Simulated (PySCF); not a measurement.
SMILES [SiH2](OC)[SiH2]C(O)=O (C2H8O3Si2) (GFN2-xTB optimised geometry):

```
15

C      2.579    -2.115     0.157
O      1.375    -1.414     0.108
Si     1.151     0.195     0.000
Si    -1.146     0.195     0.000
C     -1.652     2.039     0.000
O     -0.912     2.962    -0.253
O     -2.939     2.232     0.300
H      3.169    -1.810     1.024
H      3.169    -1.934    -0.744
H      2.352    -3.178     0.231
H      1.830     0.715    -1.200
H      1.825     0.871     1.124
H     -1.821    -0.347    -1.192
H     -1.879    -0.383     1.136
H     -3.169     3.178     0.276
```

Calculation: B3LYP/def2-TZVP (PySCF).

Task: What are the frontier orbital energies and the dipole moment?

Result: HOMO-2 -8.27 eV, HOMO-1 -8.04 eV, HOMO -7.50 eV, LUMO -0.96 eV, LUMO+1 -0.79 eV; dipole moment 1.37 D.

Meta-Löwdin charges at B3LYP/def2-TZVP: C1 -0.10, O2 -0.63, Si3 0.69, Si4 0.35, C5 0.32, O6 -0.46, O7 -0.46, H8 0.10, H9 0.10, H10 0.12, H11 -0.12, H12 -0.12, H13 -0.07, H14 -0.07, H15 0.34.
